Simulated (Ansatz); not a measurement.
Spin states of H2O2Zr (SMILES [OH][Zr][OH]), each relaxed at B3LYP-D3(BJ)/def2-TZVP; lowest solutions found, singlets restricted, no spin–orbit coupling, no relativity up to Kr.
Multiplicity 3 (charge 0, multiplicity 3):
```xyz
5

Zr     0.0023    -0.5244    -0.0979
O      1.3538     0.1595    -1.3299
H      1.9440     0.7180    -1.8324
O     -1.3707    -0.3323     1.2770
H     -1.9832     0.0089     1.9260
```
Multiplicity 1 (charge 0, multiplicity 1):
```xyz
5

Zr    -0.037    -0.986    -0.239
O      1.291     0.082    -1.082
H      1.750     0.903    -1.260
O     -1.319    -0.326     1.000
H     -1.739     0.357     1.523
```

The values were computed with Ansatz (Gaussian orbitals). Values without a source in brackets are computed. In def2 rows elements past Kr take small-core potentials, without spin–orbit coupling.

The energy of multiplicity 1 less that of multiplicity 3 (kcal/mol) and the share of exact exchange:

```csv
functional,exact exchange (%),value
PBE/def2-TZVPP,0,2.81
PBE0/def2-TZVPP,25,7.01
BLYP/def2-TZVPP,0,0.90
B3LYP/def2-TZVPP,20,3.78
BHLYP/def2-TZVPP,50,8.05
r2SCAN/def2-TZVPP,0,11.27
r2SCANh/def2-TZVPP,10,11.93
```

Take the value as linear in the share of exact exchange along PBE and PBE0. Give the slope, say whether the sign turns, and set the other functionals against that line.


Slope: (7.01 − (2.81))/2.5 = 1.68 kcal/mol for each 10 %. The line keeps its sign from 0 to 100 %. At 50 % it gives 11.2 kcal/mol. The LYP pair gives (8.05 − (0.90))/5 = 1.43 for each 10 %. BHLYP, at 50 %, lies -3.2 from the PBE line. B3LYP, at 20 %, lies -2.4 from the PBE line. r2SCAN, with none, stands 8.5 from PBE. The r2SCAN pair gives 0.66 for 10 %.

Ansatz is an electronic-structure program.
